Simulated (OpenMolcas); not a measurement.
## Si IV: CASPT2 settings compared

* Program: OpenMolcas
* Basis: ANO-R3 [6s5p4d2f1g]
* Scalar Hamiltonian: X2C, finite nucleus
* Active space: 1 electron in 8 orbitals (3s 3p 4s 4p)
* State averaging: 2S+1 = 2 even, 1 root; 2S+1 = 2 odd, 3 roots
* Spin-orbit coupling: RASSI with atomic mean-field integrals over the reference wave functions, term energies averaged over their components

Methods on the same reference wave functions:
A. CASSCF
B. SS-CASPT2, IPEA 0.5 Eh, imaginary shift 0.5 Eh (closed shells correlated: 2s 2p)
C. XMS-CASPT2, IPEA 0.1 Eh, sigma2 regulariser 0.15 Eh (closed shells correlated: 2s 2p)

Energies in cm-1 above 3s 2S 1/2, the measured ground level; measured values from NIST levels in Kelleher and Podobedova, J. Phys. Chem. Ref. Data 37, 1285 (2008).

```tsv
Level	A	B	C	Measured
3s 2S 1/2	0.0	0.0	0.0	0.0
3p 2P* 1/2	70847	71557	71515	71288
3p 2P* 3/2	71229	71939	71897	71749
```

Deviations, from unrounded energies. A percentage is the sum of absolute deviations over the sum of measured energies, with the sign that they share, or ± where signs differ.

```tsv
Against measurement	Levels	A	B	C
mean absolute deviation (cm-1)	2	480	230	190
other configurations (%)	2	-0.7	+0.3	+0.3
```

C lies closest to measurement on these levels and A furthest from it. The largest miss of C in the table is 3p 2P* 1/2, by +230 cm-1. The ranking rests on the paired levels alone, and a cruder setting can come out closer through cancelling errors.

Between B and C the level of the table that moves most is 3p 2P* 1/2, by 42 cm-1 (lowest in C, highest in B).

The lowest spin-free term lies below A's lowest term by 0.267 hartree in B, 0.267 hartree in C.

With one active electron outside closed inactive shells, the extra shells (4p 4s) add no correlation to the reference. With one active electron the reference holds no correlation, so core polarisation is missing (holds for A). With one active electron, CASPT2 adds the correlation within the correlated inactive shells and between them and that electron, and leaves the splitting within a term as the reference gives it (holds for B; C). Measured partners are found by configuration, term and J. A level has none where our copy of the source lacks it or the pairing is in doubt (some pairs that miss far off the trend of their configuration count as doubtful), and it then counts in no deviation. Only configurations of the active space appear.

* marks odd parity.
